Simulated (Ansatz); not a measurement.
Geometry optimisation, DFT r2SCAN, scalar-relativistic, plane waves, PAW in Ansatz 0.2.0.

Input file:

```yaml
accuracy: low
crystal:
  lattice:
    - [5.828477, 0.0, 0.0]
    - [0.0, 5.828477, 0.0]
    - [0.0, 0.0, 5.828477]
  atoms:
    - { symbol: O, position: [0.9608775, 0.6874061, 0.3774981] }
    - { symbol: H, position: [0.9549094, 0.8268278, 0.2872699] }
    - { symbol: H, position: [0.9532524, 0.5659379, 0.26435] }
    - { symbol: O, position: [0.3133467, 0.5222505, 0.0971068] }
    - { symbol: H, position: [0.2739324, 0.5718406, -0.0565242] }
    - { symbol: H, position: [0.3948237, 0.3793442, 0.0735605] }
    - { symbol: O, position: [0.6528741, 0.1761123, 0.9172622] }
    - { symbol: H, position: [0.7189579, 0.3264125, 0.9429121] }
    - { symbol: H, position: [0.7436886, 0.1128926, 0.7932817] }
    - { symbol: O, position: [0.2027431, 0.236563, 0.8236101] }
    - { symbol: H, position: [0.1915727, 0.2984206, 0.669779] }
    - { symbol: H, position: [0.1752872, 0.0738924, 0.8036203] }
    - { symbol: S, position: [0.6083079, 0.669332, 0.6937304] }
    - { symbol: H, position: [0.6948051, 0.8331652, 0.557748] }
    - { symbol: H, position: [0.5791338, 0.5217837, 0.51997] }
basis:
  ecutwfc: 500.0
kpoints:
  mp_grid: { grid: [1, 1, 1] }
hamiltonian:
  xc: r2scan
scf:
  occupations: { method: fermi_dirac, width: 0.02 }
  lower_state_search: "off"
relax:
  f_tol: 0.3
  max_steps: 15
  adjacent_minimum: "off"
```

Launched with:

```bash
$ ansatz run input.yaml --threads 1 --pin off --max-ram 3072MiB --backend cpu --events-out ev --progress --plain --runs-dir out
```

Where does it end, and by what steps?

The run converged. The threshold is loose, so the end isn't yet a minimum. The force dipped under the threshold on the way, but the program's further checks kept it going. Limits of this set-up: coarse k mesh, low accuracy level. After 13 steps the energy has fallen by 2.174 eV; H5 moved furthest, 1.38 Å.

| step | energy less start (eV) | largest force component (eV/Å) | accepted |
| --- | --- | --- | --- |
| 0 | 0.0000 | 1.350 | yes |
| 1 | -0.6201 | 1.415 | yes |
| 2 | -0.8912 | 1.875 | yes |
| 3 | -1.2318 | 1.319 | yes |
| 4 | -1.4526 | 0.951 | yes |
| 5 | -1.5876 | 0.903 | yes |
| 6 | -1.6908 | 1.032 | yes |
| 7 | -1.8010 | 0.783 | yes |
| 8 | -1.9247 | 0.823 | yes |
| 9 | -2.0248 | 1.065 | yes |
| 10 | -2.1104 | 0.537 | yes |
| 11 | -2.1481 | 0.624 | yes |
| 12 | -2.1739 | 0.219 | yes |
| 13 | -2.1739 | 0.218 | yes |

```xyz
15
Lattice="5.8285 0.0000 0.0000 0.0000 5.8285 0.0000 0.0000 0.0000 5.8285" Properties=species:S:1:pos:R:3
O 4.910 4.153 1.482
H 4.857 4.979 0.968
H 5.777 3.771 1.274
O 1.593 2.690 0.930
H 2.398 3.209 0.785
H 1.494 2.185 0.104
O 4.624 0.757 5.792
H 4.470 1.626 6.181
H 5.370 0.891 5.180
O 1.119 1.146 4.227
H 1.045 1.504 3.335
H 1.710 0.372 4.141
S 3.048 4.319 4.209
H 4.058 4.589 3.359
H 2.596 3.456 3.291
```

Whether the end is a true minimum wasn't checked by a vibrational analysis.

The run took 2.1 min on 1 thread of Arm Neoverse V1, with other jobs on the host, peak memory 0.48 GiB.
